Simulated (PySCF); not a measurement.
C8H10O2Si, SMILES O=C(c1c([SiH3])cccc1)OC, singlet, GFN2-xTB optimised geometry. Atoms within 1.6 Å of the plane z = 0.6 Å (x, y, z in Å): C1 (-2.67, -2.66, 0.00), O2 (-2.01, -1.40, 0.00), C3 (-0.68, -1.43, 0.00), O4 (-0.05, -2.48, 0.01), C5 (-0.03, -0.12, 0.00), C6 (-0.76, 1.06, 0.00), C7 (-0.10, 2.27, 0.00), C8 (1.29, 2.30, 0.00), C9 (2.01, 1.11, 0.00), C10 (1.37, -0.12, 0.00), Si11 (2.33, -1.76, 0.00), H12 (-2.37, -3.24, -0.87), H13 (-3.73, -2.45, -0.01), H14 (-2.40, -3.22, 0.90), H15 (-1.84, 1.02, 0.00), H16 (-0.65, 3.20, 0.00), H17 (1.81, 3.24, 0.00), H18 (3.09, 1.14, 0.00), H19 (3.73, -1.29, -0.01), H20 (2.15, -2.49, 1.25).

Calculation: PBE0/def2-SVP (PySCF).

Map of the log10 of the electron density (e/bohr³), floored at −4 on the plane z = 0.6 Å:

```
|000000000000000000000000000|
|000000000000000000000000000|
|000000000000000000000000000|
|000000000001110112100000000|
|000000000124432344320000000|
|000000000246654566531000000|
|000000000357776677642000000|
|000000001357888888642100000|
|000000012457899998653210000|
|000000024568888888765420000|
|000000145788986789887531000|
|000000146788886689887531000|
|000000135678888888876431000|
|000000134567898898754432000|
|000001356667888888765553200|
|000012478888887788777764200|
|000234579988886677878765300|
|001356678988987678987764200|
|002467888767998678886543100|
|001467899867898667875432000|
|001346799756776556654310000|
|000134678644554334432100000|
|000012455432221112211000000|
|000000122210000000000000000|
|000000000000000000000000000|
|000000000000000000000000000|
|000000000000000000000000000|
```
Scale: ten equal steps from -4.00 (start of '0') to -0.573 (end of '9'), in the order '0123456789'; x runs from -6.00 to 6.00, y from -6.00 (bottom) to 6.00 (top).
